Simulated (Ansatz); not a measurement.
Consider the formal hydrolysis of the Si–Si bond: `C[Si](C)(O)[SiH3]` + H₂O → `C[Si](C)(O)O` + SiH₄.

Program: Ansatz. Geometries: PBE0-D4/def2-TZVP. ΔE: electronic, gas phase. CCSD(T)/CBS is the MP2 limit (def2-TZVPP, def2-QZVPP) plus CCSD(T) − MP2 in def2-TZVPP, frozen cores. This one scheme is used for every species. DFT in def2-TZVPP. B3LYP here is the variant with VWN-RPA as its local correlation; programs differ in this. One conformer a species, not always the lowest.

```json
{"level": "r2SCAN-D4", "ΔE (kJ/mol)": "-119.8", "difference from CCSD(T)/CBS": "-0.4"}
{"level": "PBE0-D4", "ΔE (kJ/mol)": "-105.9", "difference from CCSD(T)/CBS": "13.5"}
{"level": "B3LYP-D4", "ΔE (kJ/mol)": "-120.6", "difference from CCSD(T)/CBS": "-1.2"}
{"level": "ωB97X-V", "ΔE (kJ/mol)": "-121.9", "difference from CCSD(T)/CBS": "-2.5"}
{"level": "B2PLYP", "ΔE (kJ/mol)": "-129.1", "difference from CCSD(T)/CBS": "-9.7"}
{"level": "PBE", "ΔE (kJ/mol)": "-102.7", "difference from CCSD(T)/CBS": "16.7"}
{"level": "PBE0", "ΔE (kJ/mol)": "-109.9", "difference from CCSD(T)/CBS": "9.5"}
{"level": "B3LYP", "ΔE (kJ/mol)": "-127.2", "difference from CCSD(T)/CBS": "-7.8"}
{"level": "HF/def2-TZVPP", "ΔE (kJ/mol)": "-149.5", "difference from CCSD(T)/CBS": "-30.1"}
{"level": "MP2/def2-TZVPP", "ΔE (kJ/mol)": "-127.4", "difference from CCSD(T)/CBS": "-8.0"}
{"level": "SCS-MP2/def2-TZVPP", "ΔE (kJ/mol)": "-131.5", "difference from CCSD(T)/CBS": "-12.1"}
{"level": "CCSD/def2-TZVPP", "ΔE (kJ/mol)": "-126.7", "difference from CCSD(T)/CBS": "-7.3"}
{"level": "CCSD(T)/def2-TZVPP", "ΔE (kJ/mol)": "-123.0", "difference from CCSD(T)/CBS": "-3.6"}
{"level": "MP2/def2-QZVPP", "ΔE (kJ/mol)": "-125.6", "difference from CCSD(T)/CBS": "-6.2"}
{"level": "SCS-MP2/def2-QZVPP", "ΔE (kJ/mol)": "-129.8", "difference from CCSD(T)/CBS": "-10.4"}
{"level": "MP2/CBS(def2)", "ΔE (kJ/mol)": "-123.8", "difference from CCSD(T)/CBS": "-4.4"}
{"level": "CCSD(T)/CBS", "ΔE (kJ/mol)": "-119.4", "difference from CCSD(T)/CBS": "0"}
```

Largest T1 diagnostic among the species: 0.011.

The D4 term adds +6.6 kJ/mol with B3LYP and +4.1 kJ/mol with PBE0; it sums over pairs of atoms, weighted by their polarisabilities, and B3LYP, whose exchange is more repulsive, gets the larger term. In def2-TZVPP, CCSD(T) changes the Hartree–Fock value by +26.5 kJ/mol (the triples alone add +3.7 kJ/mol) and MP2 by +22.1 kJ/mol. From PBE to PBE0 (25 % exact exchange), in def2-TZVPP and without D4, ΔE moves by −7.2 kJ/mol.
